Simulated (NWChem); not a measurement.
System: Si$_{2}$H$_{3}$, doublet; SMILES [SiH]=[SiH2]

NWChem input:

```
start job
memory heap 200 mb stack 900 mb global 1100 mb
geometry units angstroms noautosym nocenter noautoz
  Si    -0.046690    -1.294589     0.161299
  Si    -0.160339     0.970969    -0.075807
  H      1.452808    -1.230163    -0.145572
  H      0.954318     1.955832     0.117534
  H     -1.447605     1.736247    -0.070321
end
basis spherical
  * library iglo-ii
end
dft
  odft
  mult 2
  xc xpbe96 cpbe96
  iterations 150
end
property
  hyperfine
end
task dft property
```

Structure relaxed at the PBE0/def2-SVP, spin-unrestricted level. No stability test was run on the SCF state.

Fermi-contact couplings, non-relativistic, static geometry.

Atoms are numbered as in the input.

Question: What results follow from this input? (PBE/IGLO-II, spin-unrestricted, contact and dipolar terms.) Quantities: basis functions; A(iso) 29Si atom 1 (MHz); A(iso) 29Si atom 2 (MHz); A(iso) 1H atom 3 (MHz); A(iso) 1H atom 4 (MHz); A(iso) 1H atom 5 (MHz); <S²>.

Answer: 
```json
{
 "number_of_basis_functions": "88",
 "A(iso) 29Si atom 1 (MHz)": "-49.7",
 "A(iso) 29Si atom 2 (MHz)": "-52.7",
 "A(iso) 1H atom 3 (MHz)": "-4.7",
 "A(iso) 1H atom 4 (MHz)": "-12.6",
 "A(iso) 1H atom 5 (MHz)": "-21.1",
 "<S²>": "0.766"
}
```
